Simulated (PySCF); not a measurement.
ethyl(prop-1-ynyl)silane (C₅H₁₀Si), SMILES CC#C[SiH2]CC. Heavy atoms are numbered as in [CH3:1][C:2]#[C:3][SiH2:4][CH2:5][CH3:6]. Hydrogens are named by the atom that carries them.

Geometry: TPSSh-D3(BJ)/def2-SVP. The values are those of a single conformer.

These are PBE/def2-TZVP in PySCF values and carry that method's errors.

ESP charges are fitted to the potential on shells at 1.4 to 2.0 van der Waals radii. Atomic charges (e), one atom of each kind:

| atom | ESP fit | meta-Löwdin | Löwdin |
|---|---|---|---|
| C1 (CH3) | -0.67 | -0.35 | -0.29 |
| C2 | 0.28 | 0.00 | -0.11 |
| C3 | -0.39 | -0.33 | -0.19 |
| Si4 (SiH2) | 0.24 | 0.59 | 0.28 |
| C5 (CH2) | -0.06 | -0.43 | -0.41 |
| C6 (CH3) | -0.29 | -0.34 | -0.34 |
| H on C1 | 0.21 | 0.15 | 0.15 |
| H on Si4 | -0.07 | -0.09 | -0.02 |
| H on C5 | 0.07 | 0.12 | 0.15 |
| H on C6 | 0.09 | 0.11 | 0.12 |

### Question
Give the Mayer and Wiberg (Löwdin basis) orders of the bonds. (An estimate is asked for; the answer gives what the named calculation found.)

### Answer

```
bond    Mayer  Wiberg
------  -----  ------
C1–C2    1.04    1.40
C2–C3    2.64    2.77
C3–Si4   1.06    1.19
Si4–C5   1.00    1.14
C5–C6    1.00    1.32
```
